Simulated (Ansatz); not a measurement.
Consider the atomization: `FC(Cl)CBr` → Br• + 2 C• + Cl• + F• + 3 H•.

Computed with Ansatz on PBE0-D4/def2-TZVP structures; ΔE is electronic, products minus reactants. CCSD(T)/CBS adds triple-zeta CCSD(T) − MP2 to the extrapolated MP2 energy (def2 sets, frozen cores). This one scheme is used for every species, atoms too. For atomizations the MP2-based limit and the directly extrapolated one differ by several kJ/mol either way, and by 10 to 25 for some Ge, Se and Sn compounds, so smaller differences from it don't rank the levels. DFT in def2-TZVPP. HSE06 is defined as in plane-wave codes. Open shells (•) are unrestricted, without spin–orbit coupling. Spin–orbit coupling would lower the free atoms: a little for C, Cl, F; clearly for Br. For Br outer-core shells are correlated without core-valence functions, so the limit isn't a true one: a few kJ/mol of doubt a bond, and 10 to 20 or more in all where bonds break to atoms. Scalar relativity is left out up to krypton. One conformer a species, not always the lowest.

`FC(Cl)CBr`:

```xyz
8

F     1.671   -0.435    0.245
C     0.610    0.401    0.167
Cl    0.925    1.611   -1.103
C    -0.640   -0.350   -0.200
Br   -1.139   -1.568    1.221
H     0.520    0.943    1.108
H    -1.469    0.338   -0.339
H    -0.478   -0.939   -1.100
```

```
          level  ΔE (kcal/mol)  difference from CCSD(T)/CBS
        BLYP-D4          664.4                         -4.0
      r2SCAN-D4          672.1                          3.7
       BHLYP-D4          637.4                        -31.0
        ωB97M-V          668.6                          0.2
       PBE-QIDH          667.0                         -1.4
            PBE          687.0                         18.6
           BLYP          654.5                        -13.9
           PBE0          670.5                          2.1
        r2SCANh          665.2                         -3.2
          HSE06          671.5                          3.1
          BHLYP          632.0                        -36.4
      CAM-B3LYP          662.1                         -6.3
        LC-ωPBE          664.8                         -3.6
  CCSD/def2-SVP          619.8                        -48.6
CCSD/def2-TZVPP          635.4                        -33.0
 CCSD/CBS(def2)          654.8                        -13.6
    CCSD(T)/CBS          668.4                            0
```

Largest T1 diagnostic among the species: 0.009.

At CCSD(T), def2-SVP lies −39.7 kcal/mol from the extrapolated value and def2-TZVPP −19.5 kcal/mol: correlation converges slowly with the basis, and small sets miss more of it in the bonded molecule than in its fragments. From BLYP to BHLYP (50 % exact exchange), in def2-TZVPP and without D4, ΔE moves by −22.5 kcal/mol: exact exchange takes away binding that semilocal exchange gives to molecules. In def2-TZVPP, CCSD(T) changes the Hartree–Fock value by +179.5 kcal/mol (the triples alone add +13.5 kcal/mol) and MP2 by +199.8 kcal/mol; breaking electron pairs costs correlation energy, which Hartree–Fock lacks.
